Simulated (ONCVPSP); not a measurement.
# What one change does to a pseudopotential (zirconium (Zr), ONCV)

Zr, optimised norm-conserving Vanderbilt (ONCV), made with ONCVPSP 4.0.1 (PBEsol, scalar-relativistic). Core [Ar] 3d10, reference 4s2 4p6 4d2 5s2. Waves: 4s+5s: rc 2.20 bohr, ncon 5, nbas 8, qcut 5.9 1/bohr, 2 projectors; 4p: rc 1.30 bohr, ncon 4, nbas 7, qcut 7.6 1/bohr, 1 projector; 4d: rc 2.60 bohr, ncon 3, nbas 8, qcut 4.8 1/bohr, 1 projector. Local part: polynomial inside 1.15 bohr (lpopt 3, dvloc0 1 Ha). Core correction: Teter function, fcfact 1.75, rcfact 1.1.

Change: fully relativistic.

Cutoffs: the cutoffs (Ha) at which the residual kinetic energy of the hardest occupied pseudo-wave falls to 1 and 0.1 mHa per electron; they do not see the model core or the augmentation charge, which bear on the density cutoff. Errors are all-electron minus pseudo energies relative to the spin-unpolarised reference configuration.

Task: How do hardness, ghosts and transferability respond?

Result: The potential gets neither clearly harder nor softer (25 Ha and 43 Ha → 26 Ha and 47 Ha); of the 4 tests that both files solve, the error grows in 1 and shrinks in 2 by more than 15 % and 0.3 meV (median size 11.3 → 11.3 meV); neither file shows a bound ghost.

| quantity | base | changed |
| --- | --- | --- |
| cutoff, loose | 25 Ha | 26 Ha |
| cutoff, tight | 43 Ha | 47 Ha |
| loose cutoff by channel | s 13 Ha, p 25 Ha, d 9.1 Ha | s 13 Ha, p 26 Ha, d 9.1 Ha |
| bound ghosts | none | none |
| GHOST(+) flags under 300 eV | d at 297.8 eV | d3/2 at 299.9 eV |
| error for 4s2 4p6 4d2 5s1, meV [ΔE 7.17 eV] | -1.4 | -0.3 |
| error for 4s2 4p6 4d2 5s0, meV [ΔE 20.08 eV] | -8.4 | -5.7 |
| error for 4s2 4p6 4d1 5s0, meV [ΔE 42.67 eV] | +14 | +17 |
| error for 4s2 4p6 4d2 5s0 5p2, meV [ΔE 6.27 eV] | +34 | +35 |
| s: phases at 2.24 bohr within 0.05 rad from the reference energy up to (Ha; the scan ends near 5) | 4.0 | 4.0 |
| rms error of d²Exc/dni dnj with the model core, mHa | 1.44 | 5.35 |

Changed file: These tests converged, but a pseudo level misses the all-electron one widely, so the file describes the atom poorly there or has found another state: 4s2 4p6 4d2 5s0 5p2: empty 5s by 10.1 eV.
